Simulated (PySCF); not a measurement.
CH2NO, SMILES [OH+]=C=N, charge +1. The structure is a stationary point at PBE0-D3(BJ)/def2-TZVP. The isomer is the one that the SMILES or the coordinates give; other isomers of the formula were not compared.

Task: Give the equilibrium geometry at PBE0-D3(BJ)/def2-TZVP (PySCF confirms it by a frequency run) as Cartesian coordinates in Å, and its point group. (An estimate is asked for; the answer gives what the named calculation found.)

Result: point group Cs.
```xyz
5

N      0.0130     1.2035     0.0000
C      0.0103     0.0643     0.0000
O     -0.1112    -1.1656     0.0000
H      0.0256     2.2117     0.0000
H      0.7110    -1.6971     0.0000
```
Charge +1, spin multiplicity 1.
